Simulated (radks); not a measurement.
Isoelectronic series with 25 electrons, all held in the configuration [Ar] 3d5 4s2, which need not be the ground one along the series. Method: scalar-relativistic Kohn-Sham, r2SCAN, spin-polarised, spherical densities, finite nucleus; open shells are filled with parallel spins first (spin-orbit coupling, left out, can overturn this in heavy ions); meta-GGA in the generalised Kohn-Sham scheme; Fermi nuclear charge, rms radius of each element as measured or else 0.836 A^(1/3) + 0.57 fm; computed with a radial shooting solver on a logarithmic mesh with Libxc functionals. Total energies (hartree) and mean radii <r> (bohr) (* marks an orbital that is empty in some or all of the ions):

| ion | E (hartree) | 3d down* | 4s down | 4s up | 3d up |
|---|---|---|---|---|---|
| Mn | -1158.74197 | 1.458 | 3.396 | 2.961 | 1.181 |
| Co2+ | -1391.97648 | 0.9423 | 2.309 | 2.194 | 0.8893 |
| Cu4+ | -1648.63789 | 0.7618 | 1.839 | 1.782 | 0.7345 |
| Ga6+ | -1928.74659 | 0.6496 | 1.550 | 1.515 | 0.6320 |
| As8+ | -2232.40600 | 0.5697 | 1.347 | 1.323 | 0.5571 |
| Br10+ | -2559.75962 | 0.5089 | 1.195 | 1.177 | 0.4994 |
| Rb12+ | -2910.97798 | 0.4607 | 1.076 | 1.062 | 0.4532 |
| Nb16+ | -3685.79862 | 0.3883 | 0.8986 | 0.8897 | 0.3832 |
| Tc18+ | -4109.84544 | 0.3603 | 0.8306 | 0.8232 | 0.3560 |
| Rh20+ | -4558.64583 | 0.3362 | 0.7723 | 0.7660 | 0.3325 |
| Ag22+ | -5032.47228 | 0.3151 | 0.7215 | 0.7162 | 0.3120 |
| In24+ | -5531.61429 | 0.2966 | 0.6770 | 0.6723 | 0.2939 |
| Sb26+ | -6056.38542 | 0.2802 | 0.6375 | 0.6334 | 0.2778 |
| I28+ | -6607.11944 | 0.2655 | 0.6023 | 0.5987 | 0.2633 |
| Cs30+ | -7184.1761 | 0.2523 | 0.5706 | 0.5674 | 0.2503 |
| La32+ | -7787.9371 | 0.2403 | 0.5419 | 0.5390 | 0.2386 |
| Pr34+ | -8418.8130 | 0.2294 | 0.5159 | 0.5132 | 0.2278 |
| Pm36+ | -9077.2318 | 0.2195 | 0.4920 | 0.4897 | 0.2180 |

3d down drops below 4s down between Mn and Co2+.
